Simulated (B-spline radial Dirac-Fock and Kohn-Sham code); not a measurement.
Relativistic shifts of the levels of Ne⁶⁺

System: Ne⁶⁺, [He] 2s2.

Both columns are ΔSCF binding energies of the configuration average from a B-spline atomic structure program: non-relativistic Hartree-Fock with a point nucleus, and Dirac-Fock with a finite nucleus and the Coulomb interaction alone, averaged over the two j levels with weights 2j+1.

```tsv
shell	Hartree-Fock (eV)	Dirac-Fock (eV)	shift (eV)	shift (%)
1s	1098.5	1099.8	+1.30	+0.12
2s	203.5	203.8	+0.29	+0.14
```

Relativity binds 1s, 2s more strongly, among those listed most of all 2s in relative terms.

Values without a named source are computed, but for edge energies of neutral atoms, which are taken from tables.
